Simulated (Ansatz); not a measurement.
Reactions of GeH₈OSi₂ (`O[SiH]([SiH3])[GeH3]`).

Computed with Ansatz on PBE0-D4/def2-TZVP structures; ΔE is electronic, products minus reactants. CCSD(T)/CBS adds triple-zeta CCSD(T) − MP2 to the extrapolated MP2 energy (def2 sets, frozen cores). This one scheme is used for every species. Functionals use def2-TZVPP. No spin–orbit coupling; open shells (•) take unrestricted orbitals. Elements past krypton have def2 core potentials. For Ge, Te outer-core shells are correlated without core-valence functions, which leaves a few kJ/mol of doubt a bond. Scalar relativity is left out up to krypton. One conformer a species, not always the lowest.

```tsv
reaction	CCSD/CBS(def2) (kJ/mol)	r2SCAN-D4 (kJ/mol)	PBE-D4 (kJ/mol)
`O[SiH]([SiH3])[GeH3]` + `OC[TeH]` → `OC[Te][GeH3]` + `O[SiH2][SiH3]`	-47	-43	-39
`O[SiH]([SiH3])[GeH3]` → `O[SiH2][GeH3]` + `[SiH2]`	230	262	254
`O[SiH]([SiH3])[GeH3]` + H₂S → `O[SiH](S)[GeH3]` + SiH₄	-67	-67	-58
`O[SiH]([SiH3])[GeH3]` + `C=C[Si](N)(O)F` → `C=C[Si](N)(F)O[SiH3]` + `O[SiH2][GeH3]`	-108	-94	-74
`O[SiH]([SiH3])[GeH3]` + `C=C[SiH2]S` → `C=C[SiH2][S][GeH3]` + `O[SiH2][SiH3]`	-33	-31	-25
`O[SiH]([SiH3])[GeH3]` + H₂O → `O[SiH](O)[SiH3]` + GeH₄	-92	-93	-77
`O[SiH]([SiH3])[GeH3]` + `BC[SiH2]Cl` → `BC([SiH3])[SiH2]Cl` + `O[SiH2][GeH3]`	-17	-10	-3
`O[SiH]([SiH3])[GeH3]` + `CO[SiH2]S` → `CO[SiH2]S[SiH3]` + `O[SiH2][GeH3]`	-69	-64	-56
`O[SiH]([SiH3])[GeH3]` → `[GeH3]`• + `O[SiH][SiH3]`•	311	288	295
`O[SiH]([SiH3])[GeH3]` + `CC` → `CC[SiH](O)[SiH3]` + GeH₄	20	23	28
```

(1) Give the CCSD(T)/CBS values in the same order. (An estimate is asked.)

Largest T1 diagnostic: 0.016, for `O[SiH][SiH3]`•.

Results:

(1) Computed: -47, 237, -67, -103, -34, -89, -17, -69, 317, 20 kJ/mol.
